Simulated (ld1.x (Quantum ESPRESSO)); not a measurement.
# Transferability test, TM semilocal potential for Mn (Z = 25)

- Element: Mn (Z = 25)
- Generator: ld1.x (Quantum ESPRESSO) 7.5
- Type: norm-conserving Troullier–Martins (semilocal form)
- Functional: PBE
- Relativity: scalar-relativistic
- Frozen core: [Ar]
- Valence charge: 7
- Reference configuration: 3d5 4s0 4p0 (charge +2)
- Partial waves: 4p (bound, empty): rc 1.05 bohr; 3d (bound): rc 1.10 bohr; 4s (bound, empty): rc 1.80 bohr
- Local potential: the s channel
- Core correction: Bessel-smoothed model core inside 0.85 bohr

Energies are relative to the spin-unpolarised reference configuration 3d5 4s0 4p0; without spin polarisation the order of configurations can differ from experiment. Not all tests gave a result: 1 of 7 tests not solved or not reliable. Left out of the table: 3d4 4s2 4p1 (solver errors, printed error -3.1 eV).

```csv
valence configuration,charge,ΔE all-electron (eV),error AE − PS (meV)
3d5 4s2 4p0,0,-24.015,-19
3d6 4s0 4p0,+1,-17.202,-118
3d4 4s2 4p0,+1,-10.828,-367
3d3 4s0 4p0,+4,83.281,-1855
```

(1) What are ΔE and the potential's error for 3d4 4s0 4p0?

(2) What are ΔE and the potential's error for 3d5 4s1 4p0?

Levels in the configuration 3d5 4s1 4p0:

```csv
level,all-electron (eV),pseudo (eV)
3d,-14.908,-14.964
4s,-11.877,-11.864
```

The ghost test of this file was not conclusive. The 4p radius (1.05 bohr) lies inside the outermost node of the all-electron wave (1.14 bohr), which a nodeless pseudo-wave cannot match soundly.

Answers

(1) ΔE = 32.519 eV all-electron; the error (AE − PS) is -341 meV.

(2) ΔE = -15.599 eV all-electron; the error (AE − PS) is -7.8 meV.
